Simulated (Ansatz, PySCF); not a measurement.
trifluoroacetic acid (C₂HF₃O₂), SMILES O=C(O)C(F)(F)F.

Coordinates come from a PBE-D3(BJ)/def2-SVP optimisation. The values are those of a single conformer.

Vertical ionisation energy (IE) and electron affinity (EA) in eV. Rows of orbital energies are one-electron estimates. Where ΔSCF, EOM or ADC give a negative EA the extra electron is unbound and the value depends on the basis.

```tsv
level	IE	EA
−ε(HOMO), −ε(LUMO), CAM-B3LYP/def2-TZVP (PySCF)	10.82	0.13
−ε(HOMO), −ε(LUMO), PBE/def2-TZVP (PySCF)	7.48	2.40
ΔSCF, PBE0/def2-SVPD (Ansatz), final states of multiplicity 2 and 2	11.92	-0.79
ΔSCF, PBE/def2-SVPD (Ansatz), final states of multiplicity 2 and 2	[?]	[?]
```

Question: Some entries are withheld; supply them. (An estimate is asked for; the answer gives what the named calculation found.)

Answer: 
- ΔSCF, PBE/def2-SVPD (Ansatz, a program for electronic structure), final states of multiplicity 2 and 2, IE: 11.54
- ΔSCF, PBE/def2-SVPD (Ansatz), final states of multiplicity 2 and 2, EA: -0.75

Question: What vertical singlet–triplet gap does ΔSCF give with PBE0/def2-SVPD (Ansatz) and with PBE/def2-SVPD (Ansatz)? (The exact figures need the calculation; the answer reports its results.)

Answer: 4.89 and 4.91 eV (triplet above singlet where positive).
